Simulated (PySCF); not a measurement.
Electronic structure of Be (beryllium, neutral) at the UHF level

Configuration: [He] 2s2, closed-shell 1S. Calculation: PySCF 2.14, in def2-TZVP; the non-relativistic Hamiltonian (point nucleus).

* Total energy: -14.572580 hartree
* One-electron energy: -19.0616 hartree
* Hartree (Coulomb) energy: 7.1558 hartree
* Exchange energy: -2.6667 hartree
* Kinetic energy: 14.57258 hartree
* ⟨S²⟩: 0.0000
* ⟨L²⟩: 0.000
* Sum of ⟨r⟩: 6.130 bohr
* Sum of ⟨r²⟩: 17.33 bohr²
* Density at the nucleus (Gaussians lack the cusp): 34.2 bohr⁻³
* Langevin diamagnetic susceptibility: -13.7 ×10⁻⁶ cm³/mol
* Time after the integrals: 0.06 s of wall time on 1 thread of Neoverse-N1 (shared host)

```json
{"shell": "1s", "electrons": "2", "mean orbital energy (eV)": "-128.78", "rms radius, mean of both spins (bohr)": "0.483"}
{"shell": "2s", "electrons": "2", "mean orbital energy (eV)": "-8.414", "rms radius, mean of both spins (bohr)": "2.90"}
```
